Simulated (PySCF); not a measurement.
Geometry:
| atom | x (Å) | y (Å) | z (Å) |
| --- | --- | --- | --- |
| C1 | -2.753 | 1.084 | 1.613 |
| C2 | -2.333 | 0.333 | 0.378 |
| O3 | -3.130 | -0.085 | -0.431 |
| C4 | -0.868 | 0.129 | 0.200 |
| C5 | -0.466 | -0.566 | -0.937 |
| C6 | 0.844 | -0.846 | -1.262 |
| C7 | 1.915 | -0.448 | -0.460 |
| C8 | 3.288 | -0.789 | -0.880 |
| O9 | 4.288 | -0.504 | -0.276 |
| C10 | 1.746 | 0.257 | 0.724 |
| P11 | 0.238 | 0.760 | 1.405 |
| H12 | -3.836 | 1.169 | 1.636 |
| H13 | -2.309 | 2.078 | 1.613 |
| H14 | -2.410 | 0.559 | 2.503 |
| H15 | -1.257 | -0.899 | -1.597 |
| H16 | 1.056 | -1.392 | -2.170 |
| H17 | 3.332 | -1.351 | -1.834 |
| H18 | 2.648 | 0.515 | 1.268 |

PySCF 2.14.0 with density-fitted response routines calculation with geometry from GFN2-xTB and GIAO PBE0/pcSseg-1 shieldings; no solvent, one averaged value for each set of equivalent atoms, non-relativistic, a single conformation.

Chemical shifts δ = σref − σ; ¹³C, ¹H against TMS; H2O for ¹⁷O; H3PO4 for ³¹P, all at this level.

| atoms | nucleus | count | Hirshfeld charge | δ (ppm) |
| --- | --- | --- | --- | --- |
| H12/H13/H14 | ¹H | 3 | 0.05 | ? |
| C8 | ¹³C | 1 | 0.13 | 195.9 |
| H18 | ¹H | 1 | 0.05 | 10.28 |
| C2 | ¹³C | 1 | 0.16 | 200.6 |
| P11 | ³¹P | 1 | 0.14 | ? |
| O3 | ¹⁷O | 1 | -0.22 | 654.2 |
| C4 | ¹³C | 1 | -0.07 | 177.1 |
| O9 | ¹⁷O | 1 | -0.21 | ? |
| C6 | ¹³C | 1 | -0.03 | ? |
| C1 | ¹³C | 1 | -0.13 | ? |
| H17 | ¹H | 1 | 0.04 | 10.23 |
| C7 | ¹³C | 1 | -0.01 | 142.6 |
| H16 | ¹H | 1 | 0.06 | 8.16 |
| C5 | ¹³C | 1 | -0.03 | 142.4 |
| C10 | ¹³C | 1 | -0.09 | 165.1 |
| H15 | ¹H | 1 | 0.05 | 9.44 |

Problem. Complete the table.

Solution. 
- C6: 140.8 ppm, aromatic CH
- C1: 31.5 ppm, methyl carbon α to a carbonyl; the adjacent C=O deshields it moderately
- H12/H13/H14: 3.03 ppm, hydrogen on a methyl carbon α to a carbonyl; α to C=O
- O9: 693.6 ppm, aldehyde oxygen
- P11: 256.2 ppm, phosphorus bonded to 2 C, in a 6-membered ring

Shifts are as computed. Against solution values, carbons near 30 ppm lie about +3 ppm off and those near 130 ppm about +5 ppm. Of 1211 compounds with measured shifts, 218 miss one by over three times the rms of a fit or turn the order of signals round; such compounds aren't used in these exercises. Unscaled 17O shifts of doubly bonded oxygen tend to come out too high, by tens of ppm or more. Experimental scales use liquid or dissolved standards, which lie at an offset from isolated H2O (liquid H2O: subtract about 36 ppm) and H3PO4.
